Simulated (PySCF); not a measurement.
phosphoric acid anion (H₃O₄P), SMILES OP(=O)(O)O (connectivity only; charge and spin as stated), charge -1, multiplicity 2. Atoms are numbered in the order given.

```xyz
8

O      0.6010     0.1836     1.3724
P     -0.1896    -0.0672    -0.0953
O      0.6992    -0.1447    -1.3470
O     -0.3915    -1.7919     0.2922
O     -0.5788     1.7639    -0.1249
H      0.6503     1.1467     1.4474
H     -0.1143    -2.2217    -0.5290
H     -0.3311     1.9943    -1.0309
```
Charge -1, spin multiplicity 2.

The structure is a stationary point at B3LYP-D3(BJ)/def2-SVPD. The multiplicity is an assumed one; other spin states were not compared. The values are those of a single conformer.

Method: PBE/pcH-1 (PySCF).

Unrestricted Kohn–Sham, ⟨S²⟩ = 0.752. Hyperfine tensors hold the contact and dipolar terms, without spin-orbit corrections.

Estimate the hyperfine couplings. (Estimate from the structure and the level; the computed values follow.)


```tsv
nucleus	A(iso) (MHz)	A(iso) (G)	dipolar principal values (MHz)
17O no. 1	-43.2	-15.4	-17.8, 8.6, 9.2
31P no. 2	2435.3	869.0	-131.3, -115.7, 247.1
17O no. 3	-9.2	-3.3	-30.2, 14.8, 15.4
17O no. 4	-121.5	-43.4	-54.2, 26.8, 27.4
17O no. 5	-123.2	-44.0	-54.1, 26.7, 27.4
1H no. 6	-1.9	-0.7	-7.7, -1.3, 9.0
1H no. 7	0.9	0.3	-14.9, -3.5, 18.4
1H no. 8	-1.8	-0.6	-15.1, -3.4, 18.5
```

And the g tensor (effective nuclear charges for spin-orbit coupling, GIAO)? (Estimate from the structure and the level; the computed values follow.)

principal values 2.0018, 2.0023, 2.0046; isotropic 2.0029.
